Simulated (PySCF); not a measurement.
C5H9F, SMILES C[C@@H]1C(F)[C@H]1C.

Geometry: B3LYP-D3(BJ)/def2-SVP. The structure was generated by enumeration; whether it is a known compound was not checked.

These are PySCF 2.14.0 with TDA-PBE/def2-SVPD values and carry that method's errors.

Vertical excitations. 

Computed lowest excited states:
```csv
state,energy (eV),λ (nm),f,main pairs
S1,6.61,188,0.003,HOMO→LUMO 99 %
S2,6.74,184,0.008,HOMO−1→LUMO 99 %
S3,6.91,179,0.006,HOMO→LUMO+1 98 %
S4,7.02,177,0.008,HOMO−1→LUMO+1 97 %
S5,7.06,176,0.006,HOMO→LUMO+2 97 %
S6,7.19,173,0.004,HOMO−1→LUMO+2 99 %
S7,7.57,164,0.004,HOMO→LUMO+3 100 %
S8,7.71,161,0.010,HOMO−1→LUMO+3 99 %
S9,8.10,153,0.009,HOMO→LUMO+4 92 %
S10,8.19,151,0.014,HOMO−1→LUMO+4 95 %
T1,6.50,191,0,HOMO→LUMO 98 %
T2,6.63,187,0,HOMO−1→LUMO 99 %
T3,6.76,184,0,HOMO→LUMO+1 96 %
T4,6.91,180,0,HOMO−1→LUMO+1 96 %
```
Triplets are in the Tamm–Dancoff approximation.
